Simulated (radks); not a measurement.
Task: Numerical settings for the neon ion Ne+, [He] 2s2 2p5. Method: non-relativistic Kohn-Sham, TPSS, spin-polarised, spherical densities, point nucleus; open shells are filled with parallel spins first; meta-GGA in the generalised Kohn-Sham scheme; computed with a radial shooting solver on a logarithmic mesh with Libxc functionals. The defaults (mesh step 0.008 in ln r, mesh end at 40 bohr or more with all orbitals vanishing there, Anderson mixing 0.5 over 9 steps, residual threshold near 1e-9 with the energy settled to 1e-9 hartree or 1e-11 of itself, here a cap of 82 iterations) give E = -128.168 hartree and 2p at -31.281 eV in 16 iterations. Run on one thread of a shared host, so times are rough (Arm Neoverse N1): 0.18 s of CPU time, 0.18 s wall, 16 iterations on 2476 mesh points. One setting is changed at a time: mesh step in ln r 0.12; mesh step in ln r 0.2; mesh step in ln r 0.012; mesh end (bohr) 3; mesh end (bohr) 20; residual threshold 1e-16; residual threshold 0.001; mixing 2.5; linear mixing, mixing 1; linear mixing, mixing 0.2; mixing history 20; iteration cap 3. Which runs fail to converge, and which converge to a wrong energy?

Result: Not converged within the cap: mesh step in ln r 0.12; mesh step in ln r 0.2; residual threshold 1e-16; linear mixing, mixing 1; linear mixing, mixing 0.2; iteration cap 3. Settings that end as converged yet miss the energy by more than 1 mhartree: mesh end (bohr) 3 (+0.0436 hartree).
